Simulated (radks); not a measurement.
Species: F4+. Configuration: [He] 2s2 2p1 (the NIST ground configuration). Method: non-relativistic Kohn-Sham, BLYP, spin-polarised, spherical densities, point nucleus; open shells are filled with parallel spins first; computed with a radial shooting solver on a logarithmic mesh with Libxc functionals. Some entries of the table are withheld. Estimate them.

orbital,occ.,eigenvalue (eV),<1/r> (bohr^-1),r(max) (bohr)
1s up,1,-777.8167,8.625,0.1145
1s down,1,-776.4780,8.636,0.1145
2s up,1,(1),1.750,0.6959
2s down,1,(2),1.729,0.7003
2p up,1,(3),1.671,0.5915
2p down,0,(4),1.654,0.5969

Answer. 
(1) 2s up eigenvalue (eV): -118.0233
(2) 2s down eigenvalue (eV): -114.5300
(3) 2p up eigenvalue (eV): -101.0508
(4) 2p down eigenvalue (eV): -97.3188
